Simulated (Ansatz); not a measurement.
The cluster Ge2S5⁻, relaxed as a doublet with UKS B3LYP-D4/def2-SVPD in Ansatz, starting from the GFN2-xTB geometry. Force threshold 0.02 eV/Å.

The structure comes from a short search, and lower isomers may exist.

Start:

```xyz
7

Ge   -0.338   -0.529    2.049
Ge    0.745    0.086   -0.741
S     1.988    0.359   -2.445
S    -1.588    0.590   -1.121
S     0.502   -1.911    0.337
S    -2.325    0.190    0.697
S     1.015    1.215    1.223
```

| step | energy (eV) | largest force component (eV/Å) | SCF passes |
| --- | --- | --- | --- |
| 1 | -167195.2712 | 1.269 | 24 |
| 2 | -167195.3729 | 0.367 | 30 |
| 3 | -167195.4046 | 0.349 | 27 |
| 4 (rejected) | -167195.4004 | 0.271 | 23 |
| 5 | -167195.4180 | 0.092 | 24 |
| 6 | -167195.4193 | 0.005 | 26 |

Force components are those of the run's own axes.

End:

```xyz
7

Ge   -0.2657   -0.5534    2.1052
Ge    0.8593    0.0568   -0.7041
S     1.9289    0.3815   -2.4769
S    -1.5651    0.5838   -1.1345
S     0.4532   -1.9174    0.3342
S    -2.3902    0.2144    0.6467
S     0.9796    1.2344    1.2294
```

By distances, no bond broke or formed. The bond that changes most is Ge1–S6, from 2.51 to 2.69 Å (atoms count from 1).

No frequencies were taken in this run, so the end may be a saddle point.

It took 7.6 min on 4 threads of Intel Xeon on a shared host, peak host memory 1.1 GiB.
